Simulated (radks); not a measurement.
Task: Neutral vanadium: order these configurations by energy. Calculated with a radial shooting solver on a logarithmic mesh with Libxc functionals: Dirac Kohn-Sham, relativistic LDA (MacDonald-Vosko exchange, VWN5 correlation), spin-unpolarised, spherical densities, finite nucleus; Fermi nuclear charge, rms radius of each element as measured or else 0.836 A^(1/3) + 0.57 fm. Sub-shells are occupied by j as written (lower j first in brackets). [Ar] 3d(3/2: 2, 5/2: 0) 4s2 4p(1/2: 1, 3/2: 0); [Ar] 3d(3/2: 3, 5/2: 0) 4s1 4p(1/2: 1, 3/2: 0); [Ar] 3d(3/2: 3, 5/2: 0) 4s2; [Ar] 3d(3/2: 4, 5/2: 0) 4s1.

Result: From the lowest, in eV above it: [Ar] 3d(3/2: 3, 5/2: 0) 4s2 0.000; [Ar] 3d(3/2: 4, 5/2: 0) 4s1 0.498; [Ar] 3d(3/2: 3, 5/2: 0) 4s1 4p(1/2: 1, 3/2: 0) 3.372; [Ar] 3d(3/2: 2, 5/2: 0) 4s2 4p(1/2: 1, 3/2: 0) 5.934.
